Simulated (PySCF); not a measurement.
C2H6N, SMILES [CH2]CN, multiplicity 2. Geometry optimised at PBE0-D3(BJ)/def2-TZVP. The isomer is the one that the SMILES or the coordinates give; other isomers of the formula were not compared. The values are those of a single conformer.

Computed equilibrium geometry at PBE0-D3(BJ)/def2-TZVP (PySCF confirms it by a frequency run) as bond lengths and angles (one conformer of several):
Atoms: C1 C2 N3 H4 H5 H6 H7 H8 H9. Bonds (Å): C1–C2 1.477, C1–H4 1.082, C1–H5 1.083, C2–N3 1.455, C2–H6 1.104, C2–H7 1.103, N3–H8 1.013, N3–H9 1.012. Bond angles (°): C2–C1–H4 120.7, C2–C1–H5 119.4, H4–C1–H5 119.1, C1–C2–N3 111.2, C1–C2–H6 109.3, C1–C2–H7 109.6, N3–C2–H6 114.2, N3–C2–H7 107.2, H6–C2–H7 105.2, C2–N3–H8 110.1, C2–N3–H9 110.8, H8–N3–H9 107.4.
Charge 0, spin multiplicity 2.
